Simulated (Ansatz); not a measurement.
```yaml
crystal:
  periodic: [false, false, false]
  atoms:
    - {symbol: Cs, position_ang: [-1.688979, -1.682091, -5.044109]}
    - {symbol: Cl, position_ang: [-1.672739, -1.667373, -1.709532]}
    - {symbol: Cs, position_ang: [-1.761150, -1.757344, 1.681642]}
    - {symbol: Cl, position_ang: [-1.603406, -1.602511, 5.027270]}
    - {symbol: Cl, position_ang: [-1.605778, 1.606389, -5.025344]}
    - {symbol: Cs, position_ang: [-1.758847, 1.761849, -1.679458]}
    - {symbol: Cl, position_ang: [-1.666391, 1.671776, 1.711691]}
    - {symbol: Cs, position_ang: [-1.678266, 1.686229, 5.046308]}
    - {symbol: Cl, position_ang: [1.599788, -1.607062, -5.027105]}
    - {symbol: Cs, position_ang: [1.756327, -1.762159, -1.681403]}
    - {symbol: Cl, position_ang: [1.668237, -1.671107, 1.709612]}
    - {symbol: Cs, position_ang: [1.685027, -1.685818, 5.044094]}
    - {symbol: Cs, position_ang: [1.682890, 1.681388, -5.046220]}
    - {symbol: Cl, position_ang: [1.670053, 1.666979, -1.711722]}
    - {symbol: Cs, position_ang: [1.763091, 1.757941, 1.679199]}
    - {symbol: Cl, position_ang: [1.610162, 1.602926, 5.025077]}
basis:
  gaussian: {orbitals: def2-TZVP, initial_orbitals: start.molden}
hamiltonian: {xc: pbe0, dispersion: d4}
scf: {omitted_lower_state_checks: [starts]}
output: {orbitals: {seedname: orbitals}}
```

The file start.molden holds the orbitals of an earlier run on this structure, at another level or in another basis.

```sh
$ ansatz run in.yaml --threads 4 --pin off --events-out ev --progress --plain --max-ram 6963MiB
```

Problem. Does this run fit into the memory that it is given?

Solution. No. It has 528 basis functions, and Ansatz plans for 9 GiB where 7 GiB are given.
